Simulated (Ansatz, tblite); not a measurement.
Removing an electron: SeOF₂. Charge 0, multiplicity 1. Geometry: PBE-D4/def2-TZVP. Ansatz, gas phase; energy differences of separate SCF runs; the oxidised species was run as a doublet alone.

```xyz
4

Se    0.554   -0.041   -0.208
O    -0.260    0.884   -1.229
F     0.185    0.622    1.399
F    -0.480   -1.466    0.038
```

The xTB rows come from tblite. Correlated methods freeze 12 core orbitals; core or outer-core shells of Se are correlated, in sets that lack core-valence functions.

| level | −HOMO (eV) | vertical IE (eV) | −LUMO (eV) | HOMO–LUMO gap (eV) |
| --- | --- | --- | --- | --- |
| GFN1-xTB | 15.40 | 19.99 | 10.61 | 4.79 |
| GFN2-xTB | 13.56 | 17.35 | 8.91 | 4.65 |
| HF/def2-TZVPP | – | 10.77 | – | – |
| PBE-D4/def2-TZVP | 8.23 | 12.08 | 3.34 | 4.89 |
| r2SCAN-D4/def2-TZVP | 8.58 | 12.14 | 3.28 | 5.31 |
| PBE0-D4/def2-TZVP | 9.77 | 12.19 | 2.52 | 7.25 |
| MP2/def2-TZVPP | – | 12.83 | – | – |
| CCSD/def2-TZVPP | – | 12.16 | – | – |
| CCSD(T)/def2-TZVPP | – | 12.26 | – | – |

 Raw xTB energy differences between charge states are shifted by several eV; the methods need an empirical correction for them.
